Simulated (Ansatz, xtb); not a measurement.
## Relative energy of two conformers of BFGaH2P

We compare X, `FB[PH][Ga]`, a singlet, with Y, `FB[PH][Ga]`, a singlet. Both are isolated molecules in the gas phase, relaxed with B3LYP-D3(BJ)/def2-SVP.

X (Å):

```tsv
atom	x (Å)	y (Å)	z (Å)
B	-1.2359	0.4209	-1.3713
F	-2.1524	-0.5462	-1.4312
Ga	2.0578	0.1163	-1.8742
P	0.2477	0.3500	-0.2110
H	-1.4092	1.3906	-2.0777
H	0.1992	-1.0194	0.2026
```

Y (Å):

| atom | x (Å) | y (Å) | z (Å) |
| --- | --- | --- | --- |
| B | -0.4875 | -0.2293 | -0.2023 |
| F | 0.2910 | -1.1771 | 0.3391 |
| Ga | 1.9991 | 1.8864 | -0.1295 |
| P | -0.3702 | 1.5263 | 0.4760 |
| H | -1.0319 | 2.2235 | -0.5799 |
| H | -1.2401 | -0.5728 | -1.0837 |

Estimate E(Y) − E(X) at the level CCSD(T)/def2-TZVP.

Too close to call at this level: CCSD(T)/def2-TZVP gives E(Y) − E(X) = −0.57 kcal/mol.

The same difference at several levels:

| level | geometry | E(Y) − E(X) (kcal/mol) | departure from the last row (kcal/mol) | job, with rough time for the two |
| --- | --- | --- | --- | --- |
| B3LYP-D3(BJ)/def2-SVP | B3LYP-D3(BJ)/def2-SVP | −0.39 | +0.18 | optimisation, 38 s |
| HF/def2-TZVP | B3LYP-D3(BJ)/def2-SVP | −0.56 | 0.00 | part of the CCSD(T) run |
| MP2/def2-TZVP | B3LYP-D3(BJ)/def2-SVP | −0.63 | −0.06 | part of the CCSD(T) run |
| CCSD(T)/def2-TZVP | B3LYP-D3(BJ)/def2-SVP | −0.57 |  | single point, 28 s |

The largest departure from CCSD(T)/def2-TZVP is that of B3LYP-D3(BJ)/def2-SVP, 0.18 kcal/mol. Levels run at GFN2-xTB geometries aren't shown.

With harmonic frequencies from B3LYP-D3(BJ)/def2-SVP (ideal gas, rigid rotor, one conformer each, 200 K, 1 atm): on the last row, ΔE + ΔZPE = −0.54 kcal/mol. A mode under 50 cm⁻¹ makes harmonic enthalpies and free energies unreliable, so none is given.

The correlated steps freeze 16 core orbitals; the filled d shell of Ga is correlated, in a basis made for valence electrons. Run with Ansatz 0.2.0; the last row on 2 threads of Intel(R) Xeon(R) 6975P-C (Granite Rapids) on a shared host.
